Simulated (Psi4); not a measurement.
Psi4 was given this input:
```
memory 2 GB

molecule mol {
0 1
  B    -0.388353    0.598163   -0.248220
  Cl   -1.816283   -0.345096   -0.234325
  F    -0.451670    1.858466   -0.631522
  N     0.854503    0.085720    0.132838
  C     1.708393   -0.658288    0.510198
  O     2.581466   -1.312587    0.864658
}

set basis def2-svp
set reference rhf
set freeze_core true

energy('fno-ccsd(t)')
print_variables()
```

Task: Estimate the coupled-cluster correlation energy (without the perturbative part) that FNO-CCSD(T)/def2-SVP run with Psi4 1.11 returns for this input.

Result: -0.8582 Eh

Task: What MP2 correlation energy does FNO-CCSD(T)/def2-SVP give?

Result: -0.8440 Eh

Task: Estimate the total energy that FNO-CCSD(T)/def2-SVP returns for this input.

Result: -751.476975 Ha

Task: What is the computed nuclear repulsion energy (FNO-CCSD(T)/def2-SVP)?

Result: 238.0041 Eh

Task: What is the computed number of basis functions (FNO-CCSD(T)/def2-SVP)?

Result: 88
